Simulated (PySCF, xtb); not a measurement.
(E)-1-chloro-3,3-difluoroprop-1-ene (C3H3ClF2), SMILES FC(F)/C=C/Cl. The values are those of a single conformer.

Harmonic wavenumbers (cm⁻¹) from GFN2-xTB run with xtb at its own minimum, in rising order: 59, 146, 171, 295, 410, 483, 618, 745, 831, 938, 977, 1016, 1115, 1185, 1244, 1258, 1271, 1669, 2857, 3073, 3107.

### Question
What does PBE-D3(BJ)/def2-SVP run with PySCF give at its own minimum? (The exact figures need the calculation; the answer reports its results.)

### Answer
95, 162, 176, 311, 424, 517, 654, 802, 849, 923, 955, 1069, 1136, 1187, 1245, 1328, 1347, 1662, 2949, 3132, 3146. Paired by order, the mean absolute difference is 33 cm⁻¹ and the zero-point energies are 33.5 and 34.4 kcal/mol.
